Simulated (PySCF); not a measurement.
Spectrum to structure. Theory: TDDFT B3LYP/def2-SVPD, vertical, gas phase, core orbitals frozen in the response (PySCF). Geometries: GFN2-xTB, one conformer each.

```json
{"state": "S1", "ν̃ (cm⁻¹)": "23290", "f": "0.0041", "main configurations (H = HOMO, L = LUMO)": "H→L (88%), H-1→L (9%)"}
{"state": "S2", "ν̃ (cm⁻¹)": "29990", "f": "0.0013", "main configurations (H = HOMO, L = LUMO)": "H→L+1 (82%), H-1→L+1 (9%)"}
{"state": "S3", "ν̃ (cm⁻¹)": "34620", "f": "0.016", "main configurations (H = HOMO, L = LUMO)": "H-1→L (81%), H→L (9%)"}
{"state": "S4", "ν̃ (cm⁻¹)": "38360", "f": "0.0083", "main configurations (H = HOMO, L = LUMO)": "H-2→L (99%)"}
{"state": "S5", "ν̃ (cm⁻¹)": "40650", "f": "0.010", "main configurations (H = HOMO, L = LUMO)": "H-1→L+1 (88%), H→L+1 (9%)"}
{"state": "S6", "ν̃ (cm⁻¹)": "45480", "f": "0.015", "main configurations (H = HOMO, L = LUMO)": "H-2→L+1 (96%)"}
{"state": "S7", "ν̃ (cm⁻¹)": "46610", "f": "0.043", "main configurations (H = HOMO, L = LUMO)": "H-3→L (92%)"}
{"state": "S8", "ν̃ (cm⁻¹)": "47660", "f": "0.013", "main configurations (H = HOMO, L = LUMO)": "H→L+2 (92%)"}
```

Problem. Which candidate is it? All have the formula C4H7N3OSi.
A. `C=N[Si@](N)(C=O)CC#N`
B. `N#C[Si@@H]1NCCN1C=O`
C. `CC(=O)c1cn([SiH3])nn1`

Solution. A. Its S1, at 2.89 eV, is the lowest among the candidates; the nearest of the others has S1 at 3.93 eV. S1 is HOMO→LUMO (88%), HOMO-1→LUMO (9%). Löwdin shares by element: HOMO nitrogen 28% or more, oxygen 26%, carbon 15% or more, silicon 8% (atoms not listed hold the other 23%); LUMO carbon 38% or more, oxygen 32%, silicon 10%, hydrogen 6% or more. At the same level the other candidates give, for their lowest levels:
- `N#C[Si@@H]1NCCN1C=O`: 5.27 eV (f 0.017); 5.43 eV (f 0.001); 5.66 eV (f 0.014); 5.82 eV (f 0.010); 5.90 eV (f 0.014); T1 4.93 eV; HOMO -7.30, LUMO -1.07 eV
- `CC(=O)c1cn([SiH3])nn1`: 3.93 eV (f 0.000); 4.92 eV (f 0.000); 5.44 eV (f 0.004); 5.62 eV (f 0.153); 5.64 eV (f 0.101); T1 3.45 eV; HOMO -7.23, LUMO -1.74 eV

The values belong to the conformer `[CH2:1]=[N:2][Si@:3]([NH2:4])([CH:5]=[O:6])[CH2:7][C:8]#[N:9]`: C1–N2–Si3–N4 133°, N2–Si3–C5–O6 -38°, N2–Si3–C7–C8 -78°, H–N4–Si3–N2 75°, H–N4–Si3–N2 -64°.
Triplets come from the Tamm–Dancoff approximation.
